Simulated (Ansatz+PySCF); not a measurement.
A calculation with Ansatz (development build ahead of 0.2.0).

```yaml
crystal:
  periodic: [false, false, false]
  atoms:
    - { symbol: Mn, position_ang: [0.0, 0.0, 0.0] }
    - { symbol: Cl, position_ang: [0.0, 0.0, 2.184] }
    - { symbol: Cl, position_ang: [0.0, 0.0, -2.184] }
basis:
  gaussian: { orbitals: def2-SVP }
magnetization:
  spin_polarized: true
  initial_magnetization: 5
hamiltonian:
  xc: r2scan
scf:
  omitted_lower_state_checks: [stability, starts, atomic_configurations, cluster_reference, orbital_swaps, given_window_search, neighbouring_geometries, increment]
```

The input is written out in the form of the current development build from the run's settings.

Results

* Converged: yes
* Total energy: -2071.02880 hartree

Caution: other spin multiplicities were not run.
